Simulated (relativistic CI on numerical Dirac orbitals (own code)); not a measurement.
**Ligand-field terms of d6**

Computed with a parametric ligand-field model of a d^n configuration (Racah B and C, spin-orbit zeta, crystal field), exact diagonalisation.

Field parameters in Wybourne normalisation: Oh B⁴₀ = 21Dq, B⁴₄ = √(5/14) B⁴₀; Td as Oh with Dq negative (B⁴₀ = 21Dq, B⁴₄ = √(5/14) B⁴₀). The field is a parameter set, without covalency.

(1) Ground term and bands for B = 530, C = 2510, ζ = 0 cm⁻¹, Oh, 10Dq = 9950 cm⁻¹?

(2) Ground term and bands for B = 610, C = 2280, ζ = 0 cm⁻¹, Td, 10Dq = -6200 cm⁻¹?

(3) Ground term and bands for B = 410, C = 1500, ζ = 0 cm⁻¹, Oh, 10Dq = 13700 cm⁻¹?

(4) Ground term and bands for B = 540, C = 2720, ζ = 0 cm⁻¹, Oh, 10Dq = 27750 cm⁻¹?

(5) A d6 ion in Oh symmetry has the ground term 1A1 and bands at 3T1 24716 cm⁻¹ (405 nm), 3T2 27117 cm⁻¹ (369 nm), 1T1 27538 cm⁻¹ (363 nm), 1T2 32341 cm⁻¹ (309 nm), 5T2 45180 cm⁻¹ (221 nm), 1T2 55648 cm⁻¹ (180 nm), 1E 55910 cm⁻¹ (179 nm). Which parameters reproduce them?

Answers

(1) Ground term 5T2 with 2.00 electrons in the two orbitals of the cubic e set. Spin-allowed: 5E 9950 cm⁻¹ (1005 nm). Lowest spin-forbidden: 1A1 1021 cm⁻¹, 3T1 4146 cm⁻¹ (2412 nm), 3T2 6990 cm⁻¹ (1431 nm).

(2) Ground term 5E with 3.00 electrons in the two orbitals of the cubic e set. Spin-allowed: 5T2 6200 cm⁻¹ (1613 nm). Lowest spin-forbidden: 3T1 7335 cm⁻¹ (1363 nm), 3E 12055 cm⁻¹ (830 nm), 3T1 12693 cm⁻¹ (788 nm).

(3) Ground term 1A1 with 0.03 electrons in the two orbitals of the cubic e set. Spin-allowed: 1T1 12707 cm⁻¹ (787 nm), 1T2 18166 cm⁻¹ (550 nm), 1T2 26185 cm⁻¹ (382 nm), 1E 26195 cm⁻¹ (382 nm). Lowest spin-forbidden: 3T1 9453 cm⁻¹ (1058 nm), 3T2 12163 cm⁻¹ (822 nm), 5T2 14119 cm⁻¹ (708 nm).

(4) Ground term 1A1 with 0.03 electrons in the two orbitals of the cubic e set. Spin-allowed: 1T1 25780 cm⁻¹ (388 nm), 1T2 33430 cm⁻¹ (299 nm), 1T2 52506 cm⁻¹ (190 nm), 1E 53129 cm⁻¹ (188 nm). Lowest spin-forbidden: 3T1 20083 cm⁻¹ (498 nm), 3T2 23869 cm⁻¹ (419 nm), 5T2 32163 cm⁻¹ (311 nm).

(5) B = 320, C = 1360, ζ = 0 cm⁻¹, Oh, 10Dq = 28650 cm⁻¹.
